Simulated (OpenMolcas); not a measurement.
**3d ions of charge +3 along the row**

```yaml
Program: OpenMolcas
Method: CASSCF
Basis: ANO-R2
Scalar_Hamiltonian: X2C, finite nucleus
Spin-orbit_coupling: RASSI with atomic mean-field integrals over the reference wave functions, term energies averaged over their components
```

Active space: the 3d shell.

B and C come from two terms' centres of gravity (d2, d8: 3P = 15B, 1G = 12B + 2C; d3, d7: 4P = 15B, 2G = 4B + 3C; d4, d6: 3G = 9B + 4C, 3H = 4B + 4C; d5: 4D = 17B + 5C, 4G = 10B + 5C, above the ground term), where all their levels are at least 80 % pure. ζ = ±2S·A comes from the whole width of the ground multiplet by E(J) = (A/2) J(J+1), where its levels are at least 85 % pure. Energies in cm-1.

```tsv
Ion	Configuration	Lowest level	Weight (%)	B	B measured	C	C measured	ζ	ζ measured
V3+	3d²	³F₂	100	1093		4014		207	210
Cr3+	3d³	⁴F_3/2	100	1162	917	4343	3677	289	270
Mn3+	3d⁴	⁵D₀	100	1245	839	4632	4401	376	354
Fe3+	3d⁵	⁶S_5/2	100	1307		4886			
Co3+	3d⁶	⁵D₄	100	1403		5061		587	597
Ni3+	3d⁷	⁴F_9/2	100	1424	1146	5329	4863	734	749
Cu3+	3d⁸	³F₄	100	1512	1237	5456	5357	880	879
```

Measured columns use the levels in Sugar and Corliss, J. Phys. Chem. Ref. Data 7, 1191 (1978) (V3+); Sugar and Corliss, J. Phys. Chem. Ref. Data 6, 317 (1977) (Cr3+); Corliss and Sugar, J. Phys. Chem. Ref. Data 6, 1253 (1977) (Mn3+); Sugar and Corliss, J. Phys. Chem. Ref. Data 10, 1097 (1981) (Co3+); Corliss and Sugar, J. Phys. Chem. Ref. Data 10, 197 (1981) (Ni3+); Sugar and Musgrove, J. Phys. Chem. Ref. Data 19, 527 (1990) (Cu3+).

The computed B goes from 1093 (V3+) to 1512 cm-1 (Cu3+), a factor of 1.38, rising at every step. It departs from the measured column by +22 to +49 %. The Trees term is left out, which lowers the B read from the levels of every ion, most for d4 to d6. The pair of terms that fixes B changes along the row, so steps between ions also reflect that choice.

The computed ζ goes from 207 (V3+) to 880 cm-1 (Cu3+), a factor of 4.25, rising at every step. It departs from the measured column by -2 to +7 %.

Without dynamic correlation excited terms often stand tens of per cent too high (terms of higher spin than the ground term too low), and those without a measured partner can miss by more than the paired ones. Some levels mix across a computed gap that differs much from the measured one, so their mixing is not that of the real levels (holds for Fe3+). Measured partners are found by configuration, term and J. A level has none where our copy of the source lacks it or the pairing is in doubt (some pairs that miss far off the trend of their configuration count as doubtful), and it then counts in no deviation. Levels of configurations outside the active space are missing.
